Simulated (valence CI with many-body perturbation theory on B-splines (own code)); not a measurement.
## W⁶⁷⁺: calculated level list

Calculated by configuration interaction combined with many-body perturbation theory (CI+MBPT): five valence electrons over a frozen Dirac-Fock core [He], a basis of 11 s, 11 p, 10 d, 8 f, 5 g, 2 h functions for each j, with the one-electron correlation potential Σ1, the two-electron term Σ2, the three-electron term Σ3, Breit, model QED; selected CI, second order for the rest, scaled by the run's own slope (own B-spline code, finite nucleus).

No measured spectrum was set against this ion. As an estimate, large intervals hold to a few tenths of a per cent, small ones and those within an open d or f shell to about a per cent. Among the levels kept, up to 7500 cm⁻¹ of a level comes from second order outside the variational space, and about a tenth of that is noise between levels of different J, which matters for small intervals.

Levels 91 to 135 of 202, with energies above the lowest level, (2s^2 2p1/2^2 2p3/2) J=3/2. "Leading %" is the weight of the configuration and term that name the level; weights of strongly mixed levels are sums over their largest components and can fall short. In the jj column 3d3/2^4 stands for four electrons in 3d with j = 3/2.

| No. | Configuration | Term | J | E (Ry) | Leading % | g | Second component | Leading jj |
| --- | --- | --- | --- | --- | --- | --- | --- | --- |
| 91 | 2s2p³3p | ⁶P | 3/2 | 882.35 | 41 | 1.732 | 20 % 2s2p³3p ⁴D | 2s 2p1/2 2p3/2^2 3p1/2 (100 %) |
| 92 | 2s2p³3s | ⁴P° | 1/2 | 882.92 | 84 | 2.325 | 15 % 2s2p³3s ²P° | 2s 2p1/2 2p3/2^2 3s (100 %) |
| 93 | 2s2p³3p | ⁴F | 5/2 | 883.25 | 29 | 1.336 | 23 % 2s2p³3p ⁴P | 2s 2p1/2 2p3/2^2 3p1/2 (100 %) |
| 94 | 2s2p³3s | ²S° | 1/2 | 884.66 | 55 | 1.078 | 43 % 2s2p³3s ⁴D° | 2s 2p1/2 2p3/2^2 3s (98 %) |
| 95 | 2s2p³3s | ⁴S° | 3/2 | 884.86 | 38 | 1.454 | 26 % 2s2p³3s ²D° | 2s 2p1/2 2p3/2^2 3s (99 %) |
| 96 | 2s2p³3s | ⁴P° | 3/2 | 885.20 | 36 | 1.375 | 24 % 2s2p³3s ²D° | 2s 2p1/2 2p3/2^2 3s (99 %) |
| 97 | 2s2p³3s | ²D° | 3/2 | 885.41 | 59 | 1.064 | 16 % 2s2p³3s ⁴D° | 2s 2p1/2 2p3/2^2 3s (99 %) |
| 98 | 2s2p³3p | ²F | 7/2 | 885.74 | 43 | 1.203 | 34 % 2s2p³3p ⁴F | 2s 2p1/2 2p3/2^2 3p1/2 (100 %) |
| 99 | 2s2p³3s | ²D° | 5/2 | 885.75 | 84 | 1.215 | 11 % 2s2p³3s ⁴D° | 2s 2p1/2 2p3/2^2 3s (99 %) |
| 100 | 2s2p³3s | ²P° | 1/2 | 887.32 | 94 | 0.711 | 5 % 2s2p³3s ⁴P° | 2s 2p1/2 2p3/2^2 3s (99 %) |
| 101 | 2s2p³3p | ⁴P | 5/2 | 888.51 | 52 | 1.419 | 25 % 2s2p³3p ²D | 2s 2p1/2 2p3/2^2 3p1/2 (100 %) |
| 102 | 2s2p³3p | ⁴D | 1/2 | 890.68 | 70 | 0.276 | 22 % 2s2p³3p ²P | 2s 2p1/2 2p3/2^2 3p1/2 (100 %) |
| 103 | 2s2p³3p | ⁴P | 1/2 | 891.92 | 52 | 1.534 | 25 % 2s2p³3p ²P | 2s 2p1/2 2p3/2^2 3p1/2 (99 %) |
| 104 | 2s2p³3p | ²P | 3/2 | 892.16 | 28 | 1.035 | 27 % 2s2p³3p ⁴F | 2s 2p1/2 2p3/2^2 3p1/2 (99 %) |
| 105 | 2s2p³3p | ²F | 5/2 | 892.70 | 61 | 0.970 | 17 % 2s2p³3p ²D | 2s 2p1/2 2p3/2^2 3p1/2 (99 %) |
| 106 | 2s2p³3p | ²D | 3/2 | 892.95 | 36 | 1.080 | 35 % 2s2p³3p ⁴D | 2s 2p1/2 2p3/2^2 3p1/2 (99 %) |
| 107 | 2s²2p²3p | ⁴D° | 7/2 | 895.14 | 64 | 1.303 | 34 % 2s²2p²3p ²F° | 2s^2 2p3/2^2 3p3/2 (98 %) |
| 108 | 2s²2p²3p | ²D° | 5/2 | 895.17 | 52 | 1.300 | 37 % 2s²2p²3p ⁴P° | 2s^2 2p3/2^2 3p3/2 (98 %) |
| 109 | 2s²2p²3p | ²P° | 1/2 | 895.25 | 53 | 1.252 | 34 % 2s²2p²3p ²S° | 2s^2 2p3/2^2 3p3/2 (98 %) |
| 110 | 2s2p³3p | ²P | 3/2 | 896.09 | 40 | 1.173 | 24 % 2s2p³3p ²D | 2s 2p1/2 2p3/2^2 3p1/2 (99 %) |
| 111 | 2s2p³3p | ⁴P | 1/2 | 896.21 | 42 | 1.870 | 33 % 2s2p³3p ²S | 2s 2p1/2 2p3/2^2 3p1/2 (99 %) |
| 112 | 2s²2p²3p | ²P° | 3/2 | 898.93 | 61 | 1.300 | 14 % 2s²2p²3p ²D° | 2s^2 2p3/2^2 3p3/2 (98 %) |
| 113 | 2s²2p²3p | ²P° | 3/2 | 900.89 | 61 | 1.312 | 14 % 2s²2p²3p ²D° | 2s^2 2p3/2^2 3p3/2 (98 %) |
| 114 | 2s²2p²3d | ²D | 3/2 | 903.88 | 29 | 1.164 | 26 % 2s²2p²3d ⁴P | 2s^2 2p3/2^2 3d3/2 (98 %) |
| 115 | 2s²2p²3d | ⁴D | 5/2 | 904.04 | 28 | 1.138 | 24 % 2s²2p²3d ²F | 2s^2 2p3/2^2 3d3/2 (97 %) |
| 116 | 2s²2p²3d | ²F | 7/2 | 904.07 | 38 | 1.079 | 30 % 2s²2p²3d ²G | 2s^2 2p3/2^2 3d3/2 (99 %) |
| 117 | 2s²2p²3d | ⁴P | 1/2 | 904.33 | 48 | 1.646 | 24 % 2s²2p²3d ²P | 2s^2 2p3/2^2 3d3/2 (97 %) |
| 118 | 2s²2p²4s | ⁴P | 1/2 | 907.13 | 46 | 1.994 | 32 % 2s²2p²4s ²S | 2s^2 2p1/2^2 4s (100 %) |
| 119 | 2s²2p²3d | ²D | 3/2 | 908.70 | 66 | 0.826 | 13 % 2s²2p²3d ⁴F | 2s^2 2p3/2^2 3d3/2 (95 %) |
| 120 | 2p⁴3s | ⁴P | 5/2 | 909.04 | 62 | 1.440 | 29 % 2p⁴3s ²D | 2p1/2^2 2p3/2^2 3s (92 %) |
| 121 | 2p⁴3s | ²P | 3/2 | 909.89 | 52 | 1.182 | 30 % 2p⁴3s ²D | 2p1/2^2 2p3/2^2 3s (92 %) |
| 122 | 2s²2p²3d | ²F | 7/2 | 910.19 | 50 | 1.230 | 38 % 2s²2p²3d ⁴D | 2s^2 2p3/2^2 3d5/2 (96 %) |
| 123 | 2s²2p²3d | ⁴F | 9/2 | 910.23 | 63 | 1.233 | 34 % 2s²2p²3d ²G | 2s^2 2p3/2^2 3d5/2 (97 %) |
| 124 | 2s²2p²4p | ²P° | 1/2 | 910.31 | 47 | 0.654 | 38 % 2s²2p²4p ⁴D° | 2s^2 2p1/2^2 4p1/2 (100 %) |
| 125 | 2s²2p²3d | ²P | 1/2 | 911.38 | 58 | 1.204 | 25 % 2s²2p²3d ²S | 2s^2 2p3/2^2 3d5/2 (97 %) |
| 126 | 2s2p³3p | ⁶P | 7/2 | 912.53 | 49 | 1.449 | 30 % 2s2p³3p ⁴F | 2s 2p1/2 2p3/2^2 3p3/2 (98 %) |
| 127 | 2s2p³3p | ⁴D | 5/2 | 912.83 | 19 | 1.401 | 18 % 2s2p³3p ⁶P | 2s 2p1/2 2p3/2^2 3p3/2 (69 %) |
| 128 | 2s²2p²3d | ²P | 3/2 | 913.36 | 40 | 1.188 | 26 % 2s²2p²3d ²D | 2s^2 2p3/2^2 3d5/2 (93 %) |
| 129 | 2s²2p²3d | ²D | 5/2 | 913.42 | 42 | 1.267 | 9 % 2s²2p²3d ⁴P | 2s^2 2p3/2^2 3d5/2 (71 %) |
| 130 | 2s2p³3p | ⁴P | 1/2 | 913.44 | 63 | 1.799 | 24 % 2s2p³3p ²P | 2s 2p1/2 2p3/2^2 3p3/2 (99 %) |
| 131 | 2p⁴3s | ²S | 1/2 | 914.28 | 61 | 1.953 | 22 % 2p⁴3s ⁴P | 2p1/2^2 2p3/2^2 3s (94 %) |
| 132 | 2s2p³3p | ⁴P | 3/2 | 915.60 | 39 | 1.359 | 24 % 2s2p³3p ²D | 2s 2p1/2 2p3/2^2 3p3/2 (98 %) |
| 133 | 2s2p³3p | ⁴F | 9/2 | 915.87 | 98 | 1.301 |  | 2s 2p1/2 2p3/2^2 3p3/2 (98 %) |
| 134 | 2s2p³3p | ⁴D | 7/2 | 916.01 | 64 | 1.294 | 34 % 2s2p³3p ²F | 2s 2p1/2 2p3/2^2 3p3/2 (99 %) |
| 135 | 2s²2p²3d | ²D | 5/2 | 916.03 | 65 | 1.183 | 12 % 2s²2p²3d ²F | 2s^2 2p3/2^2 3d5/2 (98 %) |
